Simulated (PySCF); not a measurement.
CH₄ClInO₂, SMILES [OH][In]([Cl])[O]C.

The structure is a stationary point at PBE0-D3(BJ)/def2-SVP. The structure was generated by enumeration; whether it is a known compound was not checked. The def2 effective core potentials stand for the cores of In; spin–orbit coupling is left out. The values are those of a single conformer.

The numbers are results of PBE0-D3(BJ)/def2-SVP (PySCF), not measurements.

Frequencies are harmonic and unscaled.

Computed normal modes with their intensities:
| mode | ν (cm⁻¹) | IR (km/mol) | moving atoms (share of kinetic energy) |
|---|---|---|---|
| 1 | 34 | 1.7 | H 75 %, O 11 %, C 10 % |
| 2 | 74 | 2.8 | C 28 %, Cl 26 %, In 19 %, O 14 %, H 13 % |
| 3 | 83 | 0.1 | H 33 %, In 19 %, O 18 %, C 16 %, Cl 14 % |
| 4 | 108 | 21.0 | O 60 %, Cl 18 %, In 10 %, H 9 % |
| 5 | 149 | 39.9 | O 60 %, In 20 %, H 15 % |
| 6 | 230 | 12.4 | O 36 %, C 34 %, H 19 % |
| 7 | 291 | 90.1 | H 92 % |
| 8 | 373 | 40.2 | Cl 77 %, In 20 % |
| 9 | 549 | 27.0 | O 72 %, In 12 %, C 10 % |
| 10 | 619 | 74.4 | O 83 %, In 15 % |
| 11 | 837 | 90.8 | H 93 % |
| 12 | 1143 | 220.7 | O 50 %, C 43 % |
| 13 | 1171 | 0.1 | H 77 %, C 19 % |
| 14 | 1185 | 1.0 | H 72 %, C 20 %, O 8 % |
| 15 | 1468 | 9.3 | H 93 % |
| 16 | 1470 | 3.2 | H 96 % |
| 17 | 1480 | 38.0 | H 91 %, C 8 % |
| 18 | 2995 | 103.2 | H 97 % |
| 19 | 3069 | 46.1 | H 90 %, C 10 % |
| 20 | 3101 | 25.1 | H 91 %, C 9 % |
| 21 | 3883 | 75.9 | H 94 % |
